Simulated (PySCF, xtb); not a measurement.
SbHCl₂, SMILES [SbH]([Cl])[Cl].

Harmonic wavenumbers (cm⁻¹) from GFN2-xTB (xtb 6.7.1) at its own minimum, in rising order: 108, 308, 323, 560, 568, 1549.

### Question
What does B3LYP-D3(BJ)/def2-TZVP in PySCF give at its own minimum? (An estimate is asked for; the answer gives what the named calculation found.)

### Answer
120, 344, 358, 620, 631, 1909. Paired by order, the mean absolute difference is 94 cm⁻¹ and the zero-point energies are 4.9 and 5.7 kcal/mol.
